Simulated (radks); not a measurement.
Species: the ytterbium ion Yb31+. Configuration: [Kr] 4d3. All-electron calculation, Dirac Kohn-Sham, BLYP, spin-unpolarised, spherical densities, finite nucleus; open shells fill j = l - 1/2 first; Fermi nuclear charge, rms radius 5.3108 fm. Program: a radial shooting solver on a logarithmic mesh with Libxc functionals.

Unscreened Slater integrals over Kohn-Sham orbitals (eV). Large and small components are both included. Empty in this configuration: 4d5/2.

\begin{tabular}{lr}
integral & value \\ \hline
F0(4d3/2,4d3/2) & 53.059 \\
F2(4d3/2,4d3/2) & 27.053 \\
F0(4d3/2,4p3/2) & 52.569 \\
F2(4d3/2,4p3/2) & 26.943 \\
G1(4d3/2,4p3/2) & 33.165 \\
G3(4d3/2,4p3/2) & 21.318 \\
F0(4d3/2,4p1/2) & 53.825 \\
G1(4d3/2,4p1/2) & 34.776 \\
F0(4d3/2,4s1/2) & 53.753 \\
G2(4d3/2,4s1/2) & 26.756 \\
F0(4d3/2,4d5/2) & 52.702 \\
F2(4d3/2,4d5/2) & 26.890 \\
G2(4d3/2,4d5/2) & 26.788 \\
G4(4d3/2,4d5/2) & 18.247 \\
F0(4p3/2,4p3/2) & 52.245 \\
F2(4p3/2,4p3/2) & 27.274 \\
F0(4p3/2,4p1/2) & 53.437 \\
G2(4p3/2,4p1/2) & 27.453 \\
F0(4p3/2,4s1/2) & 53.371 \\
G1(4p3/2,4s1/2) & 35.961 \\
F0(4p3/2,4d5/2) & 52.232 \\
F2(4p3/2,4d5/2) & 26.825 \\
G1(4p3/2,4d5/2) & 33.274 \\
G3(4p3/2,4d5/2) & 21.345 \\
F0(4p1/2,4p1/2) & 54.760 \\
F0(4p1/2,4s1/2) & 54.673 \\
G1(4p1/2,4s1/2) & 36.796 \\
F0(4p1/2,4d5/2) & 53.453 \\
G3(4p1/2,4d5/2) & 21.952 \\
F0(4s1/2,4s1/2) & 54.619 \\
F0(4s1/2,4d5/2) & 53.386 \\
G2(4s1/2,4d5/2) & 26.662 \\
F0(4d5/2,4d5/2) & 52.356 \\
F2(4d5/2,4d5/2) & 26.745 \\
F4(4d5/2,4d5/2) & 18.214 \\
\end{tabular}
